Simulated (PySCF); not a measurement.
HNaO, charge -1, doublet, geometry from GFN2-xTB of the parent state (such geometries of metal compounds can be far from the true shape) (a state made from the parent by changing its charge; the spin is typed, not shown lowest) (in this run its highest filled SCF level lies above zero, so its values depend strongly on the basis, on diffuse functions most of all); B3LYP/6-311G** run with PySCF.

Here is a job for PySCF.
```python
from pyscf import gto, scf, dft

mol = gto.M(
    atom='''
Na   -0.607087   -0.345670   -0.499162
O     0.685963    0.344731    0.564711
H     1.190254    1.044526    0.973099
''',
    basis='6-311g**',
    charge=-1,
    spin=1,
    verbose=4,
)

mf = dft.UKS(mol)
mf.xc = 'b3lyp'
mf.kernel()
mf.analyze()
```

Task: What does PySCF print? Leave out banner, timings and long lists.

Result: 
```
PySCF version 2.14.0

[INPUT] verbose = 4
[INPUT] num. atoms = 3
[INPUT] num. electrons = 21
[INPUT] charge = -1
[INPUT] spin (= nelec alpha-beta = 2S) = 1
[INPUT] symmetry False subgroup None
[INPUT] Mole.unit = angstrom
[INPUT] Symbol           X                Y                Z      unit          X                Y                Z       unit  Magmom
[...]
nuclear repulsion = 32.2966535607174
number of shells = 24
number of NR pGTOs = 84
number of NR cGTOs = 50
basis = 6-311g**
ecp = {}

******** <class 'pyscf.dft.uks.UKS'> ********
method = UKS
initial guess = minao
damping factor = 0
level_shift factor = 0
DIIS = <class 'pyscf.scf.diis.CDIIS'>
diis_start_cycle = 1
diis_space = 8
diis_damp = 0
SCF conv_tol = 1e-09
SCF conv_tol_grad = None
SCF max_cycles = 50
direct_scf = True
direct_scf_tol = 1e-13
number electrons alpha = 11  beta = 10
XC library pyscf.dft.libxc version 7.1.2
    S. Lehtola, C. Steigemann, M. J. T. Oliveira, and M. A. L. Marques,  SoftwareX 7, 1–5 (2018)
XC functionals = b3lyp
    P. J. Stephens, F. J. Devlin, C. F. Chabalowski, and M. J. Frisch,  J. Phys. Chem. 98, 11623 (1994)
radial grids:
    Treutler-Ahlrichs [JCP 102, 346 (1995); DOI:10.1063/1.469408] (M4) radial grids

becke partition: Becke, JCP 88, 2547 (1988); DOI:10.1063/1.454033
pruning grids: <function nwchem_prune>
grids dens level: 3
symmetrized grids: False
atomic radii adjust function: <function treutler_atomic_radii_adjust>
small_rho_cutoff = 0
Set gradient conv threshold to 3.16228e-05
tot grids = 41992
init E= -238.036391394353

cycle= 1 E= -237.890387902211  delta_E= 0.146  |g|= 0.79  |ddm|= 0.828
cycle= 2 E= -232.071949473725  delta_E= 5.82  |g|=  2.2  |ddm|= 3.98
cycle= 3 E= -238.073829530137  delta_E=   -6  |g|= 0.338  |ddm|= 3.83
cycle= 4 E= -238.151312168047  delta_E= -0.0775  |g|= 0.0792  |ddm|= 0.642
cycle= 5 E= -238.155434412378  delta_E= -0.00412  |g|= 0.0145  |ddm|= 0.271
cycle= 6 E= -238.155797280685  delta_E= -0.000363  |g|= 0.00494  |ddm|= 0.0906
cycle= 7 E= -238.155852317612  delta_E= -5.5e-05  |g|= 0.0029  |ddm|= 0.0398
cycle= 8 E= -238.155868928134  delta_E= -1.66e-05  |g|= 0.00105  |ddm|= 0.0265
cycle= 9 E= -238.155870948589  delta_E= -2.02e-06  |g|= 0.000115  |ddm|= 0.0112
cycle= 10 E= -238.155871014038  delta_E= -6.54e-08  |g|= 6.8e-05  |ddm|= 0.00248
cycle= 11 E= -238.155871017676  delta_E= -3.64e-09  |g|= 7.23e-06  |ddm|= 0.000256
cycle= 12 E= -238.15587101778  delta_E= -1.05e-10  |g|= 1.66e-06  |ddm|= 8.72e-05
[...]
converged SCF energy = -238.15587101779  <S^2> = 0.75027584  2S+1 = 2.0002758
Total Energy =                        -238.155871017789849
[...]
spin_pop of  0 Na 1s        0.00000
spin_pop of  0 Na 2s        0.00012
spin_pop of  0 Na 3s        0.67715
spin_pop of  0 Na 4s        0.01984
spin_pop of  0 Na 5s        0.05584
spin_pop of  0 Na 6s        0.00170
spin_pop of  0 Na 2px       0.00005
spin_pop of  0 Na 2py       0.00002
spin_pop of  0 Na 2pz       0.00003
spin_pop of  0 Na 3px       0.08843
spin_pop of  0 Na 3py       0.02934
spin_pop of  0 Na 3pz       0.06102
spin_pop of  0 Na 4px       0.00151
spin_pop of  0 Na 4py       0.00029
spin_pop of  0 Na 4pz       0.00102
spin_pop of  0 Na 5px       0.00765
spin_pop of  0 Na 5py       0.00165
spin_pop of  0 Na 5pz       0.00517
spin_pop of  0 Na 6px       0.00010
spin_pop of  0 Na 6py       0.00006
spin_pop of  0 Na 6pz       0.00007
spin_pop of  0 Na 3dxy      0.00134
spin_pop of  0 Na 3dyz      0.00089
spin_pop of  0 Na 3dz^2    -0.00014
spin_pop of  0 Na 3dxz      0.00338
spin_pop of  0 Na 3dx2-y2    0.00049
spin_pop of  1 O 1s        0.00000
spin_pop of  1 O 2s        0.01513
spin_pop of  1 O 3s        0.00826
spin_pop of  1 O 4s        0.00023
spin_pop of  1 O 2px       0.00338
spin_pop of  1 O 2py      -0.00138
spin_pop of  1 O 2pz       0.00118
spin_pop of  1 O 3px       0.00280
spin_pop of  1 O 3py       0.00177
spin_pop of  1 O 3pz       0.00192
spin_pop of  1 O 4px       0.00023
spin_pop of  1 O 4py       0.00015
spin_pop of  1 O 4pz       0.00015
spin_pop of  1 O 3dxy      0.00005
spin_pop of  1 O 3dyz      0.00003
spin_pop of  1 O 3dz^2     0.00001
spin_pop of  1 O 3dxz      0.00000
spin_pop of  1 O 3dx2-y2    0.00001
spin_pop of  2 H 1s        0.00134
spin_pop of  2 H 2s        0.00747
spin_pop of  2 H 3s        0.00000
spin_pop of  2 H 2px       0.00007
spin_pop of  2 H 2py       0.00013
spin_pop of  2 H 2pz       0.00005
 ** Mulliken Spin Density (per atom)  **
spin density of  0 Na =      0.95702
spin density of  1 O =      0.03391
spin density of  2 H =      0.00906
 ** Mulliken pop alpha/beta on meta-lowdin orthogonal AOs **
 ** Mulliken pop       alpha | beta **
In total            11.00000 | 10.00000
 ** Mulliken atomic charges   ( Nelec_alpha | Nelec_beta ) **
charge of  0Na =     -0.16528  (     6.06115      5.10413 )
charge of  1O =     -1.08418  (     4.55904      4.52513 )
charge of  2H =      0.24946  (     0.37980      0.37074 )

WARN: System has nonzero charge -1; the dipole moment is origin-dependent.
Location of origin: [0. 0. 0.]

Dipole moment(X, Y, Z, Debye):  3.93207,  2.84127,  3.22405
```
